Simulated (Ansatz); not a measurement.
A search over several starts for the lowest SCF solution of the cluster PtSe₂⁺ at the given spin, in a small basis.

```yaml
crystal:
  periodic: [false, false, false]
  atoms:
    - {symbol: Pt, position_ang: [0.231941, 1.257918, 0.223230]}
    - {symbol: Se, position_ang: [0.046133, -0.436568, -1.364172]}
    - {symbol: Se, position_ang: [-0.278075, -0.821349, 1.140951]}
basis:
  gaussian: {orbitals: def2-SVP, initial_orbitals: start.molden}
total_charge: 1
magnetization: {spin_polarized: true, initial_magnetization: 3}
hamiltonian: {xc: pbe0, dispersion: d4}
output: {orbitals: {seedname: orbitals}}
```

The file start.molden holds the orbitals of an earlier run on this structure, at another level or in another basis.

```sh
$ ansatz run in.yaml --threads 4 --pin off --events-out ev --progress --plain --max-ram 3916MiB
```

Shortened log:

```
Functional definition: PBE0
940 factors; integrals over basis functions are off by at most 8.5e-4 eV
mean field evaluation 1: about -133906.6798 eV, gradient 7.2e0 eV
mean field evaluation 2: about -133906.8731 eV, gradient 2.5e-1 eV
mean field evaluation 4: about -133906.9218 eV, gradient 8.4e-3 eV
mean field evaluation 8: about -133896.2116 eV, gradient 4.3e1 eV
mean field evaluation 16: about -133906.9217 eV, gradient 8.6e-2 eV
mean field evaluation 32: about -133906.7365 eV, gradient 1.7e0 eV
mean field -133906.92175509 eV, -4920.9886091280 hartree, gradient 2.0e-5 eV, S^2 3.767813; 4 other end points of the search recorded, 0 dependent functions left out
reference -133906.92178317 eV, -4920.9886101600 hartree; 44, 41 occupied and 52, 55 virtual orbitals, 940 factors
Total energy: -133907.03171302 eV, -4920.9926500076 hartree
```

It took 3.9 s on 4 threads of Arm Neoverse V2 on a shared host.

In the def2 sets Pt takes a core potential; there is no spin–orbit coupling. At PBE0-D4/def2-TZVP a doublet of charge 1 lies 0.86 eV below the quartet, each at its own geometry. The structure comes from a short search, and lower isomers may exist.
